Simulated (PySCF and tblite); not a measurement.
The numbers below are computed, except where a source is named.
2 regioisomers of C₅H₇ClO₂:

| isomer | SMILES |
| --- | --- |
| A | [O:1]=[C:2]1[CH2:3][C@H:4]([Cl:5])[CH2:6][CH2:7][O:8]1 |
| B | [O:1]=[C:2]1[CH2:3][CH2:4][C@H:5]([Cl:6])[CH2:7][O:8]1 |

Protocol: conformer search, at most 5 conformers an isomer, GFN2-xTB geometries, energies PBE0/def2-SVP (IEF-PCM, dichloromethane) (D3(BJ) added where defined), GIAO shieldings wB97X-D/pcSseg-1 (IEF-PCM, dichloromethane), weights at 298.15 K with GFN2-xTB thermal terms. Programs: PySCF with density fitting and tblite.

Task: What shifts does each isomer give (ppm; of two unlike H on one atom, a is the less shielded)?

Result: 
A: ¹H (against TMS): 5.02 (H7a, 1H), 4.62 (H7b, 1H), 4.59 (H4, 1H), 3.13 (H3a, 1H), 2.88 (H3b, 1H), 2.23 (H6a, 1H), 1.98 (H6b, 1H). ¹³C (against TMS): 176.2 (C2), 67.9 (C7), 61.5 (C4), 45.1 (C3), 35.5 (C6).

B: ¹H (against TMS): 4.85 (H7a, 1H), 4.73 (H7b, 1H), 4.49 (H5, 1H), 3.15 (H3a, 1H), 2.64 (H3b, 1H), 2.31 (H4a, 1H), 2.18 (H4b, 1H). ¹³C (against TMS): 177.2 (C2), 78.2 (C7), 61.1 (C5), 32.4 (C4), 31.2 (C3).

Shifts are unscaled: against experiment ¹³C can be off by 15 ppm or more and ¹H by 0.8 ppm.
